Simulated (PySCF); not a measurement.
**How methods differ on the ionisation energy of Ti¹³⁺**

Ti¹³⁺ [He] 2s2 2p5 (2P) → Ti¹⁴⁺ [He] 2s2 2p4 (3P), as a difference of total energies. Computed with PySCF 2.14 in an uncontracted even-tempered set (18 s from 1.8 bohr⁻², ratio 2.2; 11 p from 2.4 bohr⁻², ratio 2.2; 6 d from 14 bohr⁻², ratio 2.4; 5 f from 22 bohr⁻², ratio 2.4; 5 g from 32 bohr⁻², ratio 2.4), with the non-relativistic Hamiltonian (point nucleus). Correlated levels: nothing frozen; virtual orbitals above 40 to 60 times the deepest correlated orbital energy dropped. The calculations carry no spin-orbit coupling.

| method | ionisation energy (eV) |
| --- | --- |
| UHF | 861.33 |
| LDA | 862.38 |
| PBE | 862.59 |
| PBE0 | 862.72 |
| r2SCAN | 863.61 |
| B3LYP | 863.14 |
| MN15 | 863.89 |
| MP2 (all electrons) | 862.91 |
| SCS-MP2 (all electrons) | 862.90 |

Task: How much does correlation contribute at MP2 (all electrons)?

Result: 862.91 − (861.33) = 1.58 eV, measured against UHF.

A first-order spin-orbit estimate (lowest level to lowest level, LS coupling) adds -0.094 eV.

These non-relativistic numbers lack the scalar-relativistic shift.

For comparison: 864 ± 1.2 eV (semi-empirical (NIST evaluation); NIST Atomic Spectra Database, ionization energies).
